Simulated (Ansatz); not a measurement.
Geometry optimisation, RKS r2SCAN/cc-pVDZ in Ansatz 0.2.0.

Input:

```yaml
crystal:
  periodic: [false, false, false]
  atoms:
    - { symbol: B, position_ang: [0.05687, 0.270318, -0.035943] }
    - { symbol: F, position_ang: [-0.05519, 0.38122, 1.283172] }
    - { symbol: F, position_ang: [1.212494, 0.52748, -0.624784] }
    - { symbol: F, position_ang: [-1.022541, -0.001892, -0.756844] }
    - { symbol: S, position_ang: [0.300613, -2.703971, 0.751845] }
    - { symbol: H, position_ang: [-0.963743, -2.786868, 0.271462] }
    - { symbol: H, position_ang: [-0.056003, -1.715787, 1.648292] }
basis:
  gaussian: { orbitals: cc-pVDZ }
hamiltonian:
  xc: r2scan
relax:
  f_tol: 0.03
  max_steps: 50
output:
  orbitals: {}
```

Run as:

```bash
$ ansatz run input.yaml --threads 2 --pin off --max-ram 3072MiB --backend cpu --events-out ev --progress --plain --runs-dir out
```

Question: Where does it end, and by what steps?

Answer: It converged. After 9 steps the energy has fallen by 0.090 eV; H7 moved furthest, 0.53 Å.

| step | energy less start (eV) | largest force component (eV/Å) | accepted |
| --- | --- | --- | --- |
| 0 | 0.0000 | 0.664 | yes |
| 1 | 0.0411 | 1.398 | no |
| 2 | -0.0342 | 0.431 | yes |
| 3 | -0.0566 | 0.214 | yes |
| 4 | -0.0692 | 0.492 | yes |
| 5 | -0.0866 | 0.069 | yes |
| 6 | -0.0886 | 0.063 | yes |
| 7 | -0.0889 | 0.096 | yes |
| 8 | -0.0885 | 0.073 | no |
| 9 | -0.0895 | 0.010 | yes |

```xyz
7
Properties=species:S:1:pos:R:3
B 0.046 0.267 -0.055
F -0.089 0.639 1.217
F 1.227 0.380 -0.654
F -1.044 0.021 -0.782
S 0.336 -2.445 0.652
H -0.928 -2.714 0.244
H -0.075 -2.178 1.915
```

The run took 39 s on 2 threads of Intel(R) Xeon(R) Platinum 8259CL CPU @ 2.50GHz (Skylake/Cascade Lake), on a shared host, peak memory 0.16 GiB.
